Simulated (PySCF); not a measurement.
## GeS: from constants to spectrum

RHF-CCSD(T) constants of GeS, ¹Σ⁺ (singlet), closed shell (PySCF, no relativity, basis sets Ge def2-TZVPP, S def2-TZVPP; masses 73.9212 and 31.9721 u):

| Quantity | Value |
| --- | --- |
| ωe | 575.2 cm⁻¹ |
| ωexe | 1.61 cm⁻¹ |
| Be | 0.18346 cm⁻¹ |
| αe | 0.000714 cm⁻¹ |
| D (centrifugal) | 7.47e-08 cm⁻¹ |
| De to Ge + S | 5.53 eV |

Q: Give the band origin of the fundamental and the first lines of its P and R branches.

A: ν0 = ωe − 2ωexe = 572.0 cm⁻¹, B0 = 0.18310, B1 = 0.18239 cm⁻¹.

| J″ | P(J″) − ν0 | R(J″) − ν0 |
| --- | --- | --- |
| 0 |  | 0.365 |
| 1 | -0.366 | 0.728 |
| 2 | -0.734 | 1.090 |
| 3 | -1.103 | 1.451 |
| 4 | -1.473 | 1.810 |
| 5 | -1.845 | 2.167 |
| 6 | -2.219 | 2.523 |

Q: Near which J would the R branch turn back, without centrifugal distortion?

A: At J ≈ (B0 + B1)/(2(B0 − B1)) − 1 ≈ 250.

Measured values (Huber and Herzberg, Constants of Diatomic Molecules (1979)): ωe = 575.8 cm⁻¹, ωexe = 1.8 cm⁻¹, Be = 0.186565757 cm⁻¹, αe = 0.000749103 cm⁻¹.

Correlated steps freeze 14 core orbitals. Where the molecule has an RHF reference, its open-shell atoms are computed with UHF.
